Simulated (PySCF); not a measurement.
Isomers of C3H5NOSi, one GFN2-xTB conformer each. Single-point energies are computed at PBE0/pcSseg-1 (PySCF, gas phase, no added dispersion term), electronic only.

| SMILES | GFN2-xTB relative energy (kcal/mol) |
| --- | --- |
| N#C/C=C/[SiH2]O | 0.0 |
| N#CCC(=O)[SiH3] | 26.1 |

Conformers: `[N:1]#[C:2]/[CH:3]=[CH:4]/[SiH2:5][OH:6]` with C3–C4–Si5–O6 8°, C4–Si5–O6–H 65°; `[N:1]#[C:2][CH2:3][C:4](=[O:5])[SiH3:6]` with C2–C3–C4–O5 127°.

Problem. What does PBE0/pcSseg-1 give for the same structures?

Solution. 
| SMILES | PBE0/pcSseg-1 E (Eh) | PBE0/pcSseg-1 (kcal/mol) | GFN2-xTB (kcal/mol) | point group |
| --- | --- | --- | --- | --- |
| N#C/C=C/[SiH2]O | -536.34617 | 0.0 | 0.0 | – |
| N#CCC(=O)[SiH3] | -536.30385 | 26.6 | 26.1 | C1 |

Both levels put the same isomer lowest. As drawn, the lower has an O–H bond, an Si–O bond and a C=C bond outside aromatic rings, which the higher lacks; the higher has a C=O bond, which the lower lacks.

Problem. Which frontier levels, dipoles and rotational constants go with these structures?

Solution. 
| SMILES | HOMO (eV, PBE0/pcSseg-1) | LUMO (eV) | dipole (D) | A, B, C (MHz) |
| --- | --- | --- | --- | --- |
| N#C/C=C/[SiH2]O | -8.39 | -1.97 | 3.69 | 11052, 1162, 1068 |
| N#CCC(=O)[SiH3] | -7.61 | -1.87 | 2.73 | 3992, 2168, 1548 |
